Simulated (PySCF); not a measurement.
## Radial density of Mo (molybdenum, neutral)

UHF, [Kr] 4d5 5p1, high-spin 7P determinant (an excited configuration). All numbers are calculated (PySCF 2.14, a scalar-relativistic core potential, in def2-QZVPPD with the def2 core potential (28 electrons)). This is the valence pseudo-density: the core potential removes the inner electrons and smooths the orbitals near the nucleus.

| r (bohr) | 4πr²ρ (e/bohr) | 4πr²(ρα − ρβ) |
| --- | --- | --- |
| 0.0649 | 2.957e-05 | 0.0000 |
| 0.109 | 0.0001816 | 0.0000 |
| 0.184 | 0.001819 | 0.0005 |
| 0.309 | 0.03528 | 0.0093 |
| 0.519 | 1.091 | 0.1613 |
| 0.874 | 9.270 | 1.4857 |
| 1.47 | 7.965 | 2.9419 |
| 2.47 | 1.697 | 1.4084 |
| 4.16 | 0.3810 | 0.3799 |
| 6.99 | 0.09815 | 0.0982 |
| 11.8 | 0.005901 | 0.0059 |

Energies and moments cover only the electrons outside the core potential.
